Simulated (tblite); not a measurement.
C₆H₁₃FSi.
Atom-mapped SMILES: `[CH3:1][C@@H:2]([F:3])[C@H:4]1[CH2:5][CH2:6][Si@@H:7]1[CH3:8]` (hydrogens: H9, H10, H11 on C1; H12 on C2; H13 on C4; H14, H15 on C5; H16, H17 on C6; H18 on Si7; H19, H20, H21 on C8)

Computed with GFN2-xTB (tblite), gas phase: L-BFGS steps from a force-field or distance-geometry start until the largest atomic force falls under 0.01 eV/Å.

At the end of the run (lengths in Å): Si7–C8 1.893, C6–Si7 1.917, C4–Si7 1.925, C4–C5 1.541, Si7–H18 1.467, C1–C2 1.521, C4–H13 1.092, C2–C4–C5 114.7°, C6–Si7–C8 118.5°, C4–Si7–C8 117.6°, C4–C5–C6 100.0°, C1–C2–C4–C5 73°, C2–C4–C5–C6 135°, C4–C5–C6–Si7 -13°, H13–C4–C5–C6 -103°, H16–C6–C5–C4 104°.

**Question.** These geometries were met on the way; a selection of coordinates is given. Order them by energy above the end point, lowest first.
A. Si7–C8 1.819, C6–Si7 1.881, C4–Si7 1.908, C4–C5 1.563, Si7–H18 1.488, C1–C2 1.502, C4–H13 1.083, C2–C4–C5 117.0°, C6–Si7–C8 113.5°, C4–Si7–C8 113.2°, C4–C5–C6 95.7°, C1–C2–C4–C5 74°, C2–C4–C5–C6 147°, C4–C5–C6–Si7 -31°, H13–C4–C5–C6 -81°, H16–C6–C5–C4 84°
B. Si7–C8 1.888, C6–Si7 1.917, C4–Si7 1.920, C4–C5 1.538, Si7–H18 1.472, C1–C2 1.522, C4–H13 1.094, C2–C4–C5 118.9°, C6–Si7–C8 117.4°, C4–Si7–C8 114.9°, C4–C5–C6 98.1°, C1–C2–C4–C5 70°, C2–C4–C5–C6 147°, C4–C5–C6–Si7 -24°, H13–C4–C5–C6 -89°, H16–C6–C5–C4 87°
C. Si7–C8 1.891, C6–Si7 1.916, C4–Si7 1.923, C4–C5 1.540, Si7–H18 1.470, C1–C2 1.523, C4–H13 1.091, C2–C4–C5 117.8°, C6–Si7–C8 120.4°, C4–Si7–C8 117.3°, C4–C5–C6 98.0°, C1–C2–C4–C5 69°, C2–C4–C5–C6 148°, C4–C5–C6–Si7 -22°, H13–C4–C5–C6 -90°, H16–C6–C5–C4 91°
D. Si7–C8 1.870, C6–Si7 1.895, C4–Si7 1.897, C4–C5 1.548, Si7–H18 1.460, C1–C2 1.515, C4–H13 1.110, C2–C4–C5 118.7°, C6–Si7–C8 113.7°, C4–Si7–C8 113.5°, C4–C5–C6 96.6°, C1–C2–C4–C5 71°, C2–C4–C5–C6 147°, C4–C5–C6–Si7 -28°, H13–C4–C5–C6 -84°, H16–C6–C5–C4 86°
E. Si7–C8 1.873, C6–Si7 1.905, C4–Si7 1.911, C4–C5 1.538, Si7–H18 1.467, C1–C2 1.515, C4–H13 1.087, C2–C4–C5 120.0°, C6–Si7–C8 115.3°, C4–Si7–C8 114.3°, C4–C5–C6 97.3°, C1–C2–C4–C5 69°, C2–C4–C5–C6 148°, C4–C5–C6–Si7 -25°, H13–C4–C5–C6 -87°, H16–C6–C5–C4 87°

**Answer.** C (0.039 eV), B (0.071 eV), E (0.119 eV), D (0.203 eV), A (0.394 eV).

```json
{"step": "16", "E above end (eV)": "0.039", "rms distance from the end, all atoms (Å)": "0.210", "largest force (eV/Å)": "0.204", "rms shift of all bonds from the end (Å)": "0.002"}
{"step": "9", "E above end (eV)": "0.071", "rms distance from the end, all atoms (Å)": "0.235", "largest force (eV/Å)": "0.166", "rms shift of all bonds from the end (Å)": "0.002"}
{"step": "5", "E above end (eV)": "0.119", "rms distance from the end, all atoms (Å)": "0.249", "largest force (eV/Å)": "0.250", "rms shift of all bonds from the end (Å)": "0.007"}
{"step": "2", "E above end (eV)": "0.203", "rms distance from the end, all atoms (Å)": "0.258", "largest force (eV/Å)": "0.615", "rms shift of all bonds from the end (Å)": "0.012"}
{"step": "0", "E above end (eV)": "0.394", "rms distance from the end, all atoms (Å)": "0.262", "largest force (eV/Å)": "2.095", "rms shift of all bonds from the end (Å)": "0.022"}
```

Rows stand in the order of the answer.
